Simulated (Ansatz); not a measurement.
`F[Si]([SiH3])([SiH3])Cl` + H₂ → `F[SiH]([SiH3])[SiH3]` + HCl at 600 K and 1 bar (hydrogenolysis of the Si–Cl bond).

Isolated molecules relaxed with PBE0-D4/def2-TZVP in Ansatz; ΔE leaves out vibrations. CCSD(T)/CBS is the MP2 limit (def2-TZVPP, def2-QZVPP) plus CCSD(T) − MP2 in def2-TZVPP, frozen cores. This one scheme is used for every species.

```tsv
species	CCSD(T)/CBS energy (Eh)	H − E (kJ/mol)	S (J/(mol·K))
`F[Si]([SiH3])([SiH3])Cl`	-1430.51902	222.6	524.0
H₂	-1.17544	43.9	150.8
`F[SiH]([SiH3])[SiH3]`	-971.28016	232.3	483.5
HCl	-460.38127	35.4	207.2
```

H − E and S are ideal-gas, rigid-rotor, harmonic terms from PBE0-D4/def2-TZVP. The MP2-based limit puts H₂ 0.8 mEh under its directly extrapolated value; such offsets cancel only in part. 1 Eh = 2625.50 kJ/mol, R = 8.31446 J/(mol·K).

Task: By hand: ΔE, ΔH, ΔS and ΔG.

Result: ΔE = (-971.28016) + (-460.38127) − (-1430.51902) − (-1.17544) = 0.03303 Eh = 86.7 kJ/mol. Δ(H − E) = 232.3 + 35.4 − 222.6 − 43.9 = 1.2, so ΔH = 87.9 kJ/mol. ΔS = 483.5 + 207.2 − 524.0 − 150.8 = 15.9 J/(mol·K). ΔG = 87.9 − 600 × (15.9)/1000 = 78.4 kJ/mol.

Task: By hand: the equilibrium constant, and the temperature at which ΔG would vanish if ΔH and ΔS stayed fixed.

Result: log₁₀ K = −ΔG/(RT ln 10) = -6.8. ΔG = 0 at ΔH/ΔS = 5528 K, far beyond where these terms or the molecules hold.

ΔH outweighs TΔS. A doubt of 5 kJ/mol in ΔE shifts log₁₀ K by 0.4 here. These are equilibria of isolated gas molecules and say nothing of rates. Largest T1 diagnostic: 0.013 (customary marks: 0.02 for closed shells, 0.045 for open ones).
